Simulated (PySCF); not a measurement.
boron monoxide dimer (B2O2), SMILES O=BB=O.

Coordinates come from a ωB97X-D3(BJ)/def2-TZVP optimisation. Other conformers were not sampled.

These are TDDFT-CAM-B3LYP/def2-SVPD run with PySCF 2.14.0 values and carry that method's errors.

Vertical excitations; the highest root listed may be one member of a degenerate set. Gas-phase values at a fixed geometry. State labels are in the subgroup D2h.

```tsv
state	symmetry	energy (eV)	λ (nm)	f	main pairs
S1	Au	6.69	185	0.000	HOMO→LUMO+1 48 %, HOMO−1→LUMO 48 %
S2	B1u	6.90	180	0.000	HOMO→LUMO, HOMO−1→LUMO+1 (degenerate set)
S3	Au	6.90	180	0.000	HOMO−1→LUMO, HOMO→LUMO+1 (degenerate set)
S4	B1g	7.22	172	0.000	HOMO−2→LUMO 48 %, HOMO−3→LUMO+1 48 %
S5	Ag	7.50	165	0.000	HOMO−2→LUMO+1, HOMO−3→LUMO (degenerate set)
S6	B1g	7.50	165	0.000	HOMO−3→LUMO+1, HOMO−2→LUMO (degenerate set)
S7	B3u	8.58	144	0.001	HOMO−4→LUMO+1 (degenerate set)
S8	B2u	8.58	144	0.001	HOMO−4→LUMO (degenerate set)
S9	B3g	9.00	138	0.000	HOMO−5→LUMO (degenerate set)
S10	B2g	9.00	138	0.000	HOMO−5→LUMO+1 (degenerate set)
T1	B1u	5.83	213	0	HOMO−1→LUMO+1 46 %, HOMO→LUMO 46 %
T2	B1u	6.22	199	0	HOMO→LUMO, HOMO−1→LUMO+1 (degenerate set)
T3	Au	6.22	199	0	HOMO→LUMO+1, HOMO−1→LUMO (degenerate set)
T4	Ag	6.29	197	0	HOMO−2→LUMO+1 45 %, HOMO−3→LUMO 45 %
```
Triplets are in the Tamm–Dancoff approximation, which puts them higher than full response would, so one can lie above its singlet here.
